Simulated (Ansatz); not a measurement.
This Ansatz (a program for electronic structure) input (PBE0/def2-QZVPP) gives -397.98582 Eh with 70 basis functions. A basis named .json is the Basis Set Exchange file of that set (core-valence sets with the plain set on hydrogen).

Ansatz 0.2 input:
```yaml
crystal:
  periodic: [false, false, false]
  atoms:
    - {symbol: S, position_ang: [0.00000000, 0.00000000, 0.00000000]}
basis:
  gaussian:
    orbitals: def2-QZVPP.json
hamiltonian:
  xc: {name: PBE0}
magnetization: {spin_polarized: true, initial_magnetization: 2}
scf: {lower_state_search: full}
```

Change:
```diff
- orbitals: def2-QZVPP.json
+ orbitals: 3-21G.json
```

Problem. What does the run give now?

Solution. -396.00573 Eh (PBE0/3-21G, 13 functions), a change of +1980.09 mEh.
